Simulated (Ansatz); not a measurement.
C2H7BO, SMILES `BCOC` at its PBE0-D4/def2-TZVP geometry, where that method's forces vanish. Total charge 0; spin multiplicity 1.

```xyz
11

B    -1.4980   -0.7498    1.1082
C    -0.5186    0.1210    0.2876
O     0.5946   -0.5612   -0.2235
C     1.4480    0.2714   -0.9568
H    -1.3139   -1.9154    1.2899
H    -2.4657   -0.2139    1.5660
H    -1.0973    0.6077   -0.5243
H    -0.2075    0.9732    0.9262
H     0.9341    0.7152   -1.8218
H     2.2794   -0.3372   -1.3139
H     1.8449    1.0890   -0.3377
```

What forces (eV/Å) does ωB97M-V/def2-TZVPP give on these atoms in Ansatz 0.2.0? (Best estimate.)

The calculation gave: 
```
B1  -0.116 -0.108  0.098
C2  -0.197  0.270  0.053
O3   0.035 -0.256  0.043
C4   0.205  0.177 -0.170
H5  -0.017  0.161 -0.031
H6   0.130 -0.071 -0.062
H7   0.048 -0.048  0.057
H8  -0.015 -0.074 -0.046
H9   0.037 -0.041  0.077
H10 -0.071  0.061  0.028
H11 -0.039 -0.072 -0.048
```
